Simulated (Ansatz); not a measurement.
The cluster KBr2⁻. The state is a singlet with charge -1. Geometry PBE0-D4/def2-TZVPD.

Cartesian coordinates in Å:
```
K -0.0023 -0.0042 0.0001
Br 2.5861 -1.0370 1.1687
Br -2.5838 1.0412 -1.1688
```

LC-ωPBE has ω = 0.4 bohr⁻¹. The structure comes from a short search, and lower isomers may exist.

Estimate the orbital energies around the gap (eV) in Ansatz with PBE-D4/def2-TZVPD, r2SCAN-D4/def2-TZVPD, CAM-B3LYP-D4/def2-TZVPD, LC-ωPBE/def2-TZVPD, ωB97X-V/def2-TZVPD.


```csv
orbital,PBE-D4/def2-TZVPD,r2SCAN-D4/def2-TZVPD,CAM-B3LYP-D4/def2-TZVPD,LC-ωPBE/def2-TZVPD,ωB97X-V/def2-TZVPD
HOMO−9,-14.78,-15.45,-18.37,-19.89,-19.50
HOMO−8,-14.65,-15.28,-18.33,-19.89,-19.47
HOMO−7,-12.82,-13.48,-16.71,-18.36,-17.86
HOMO−6,-12.68,-13.34,-16.51,-18.11,-17.65
HOMO−5,-2.10,-2.32,-4.61,-5.97,-5.63
HOMO−4,-1.79,-2.03,-4.27,-5.61,-5.28
HOMO−3,-1.76,-2.01,-4.25,-5.59,-5.26
HOMO−2,-1.76,-2.01,-4.25,-5.59,-5.26
HOMO−1,-1.74,-1.99,-4.22,-5.57,-5.24
HOMO,-1.74,-1.99,-4.22,-5.57,-5.24
LUMO,1.91,2.43,2.69,3.22,3.24
LUMO+1,2.57,2.89,3.00,3.27,3.35
LUMO+2,2.57,2.89,3.00,3.27,3.35
LUMO+3,2.72,3.23,3.36,3.85,3.91
LUMO+4,3.35,3.90,4.09,4.62,4.67
LUMO+5,3.90,4.48,4.64,5.14,5.22
```
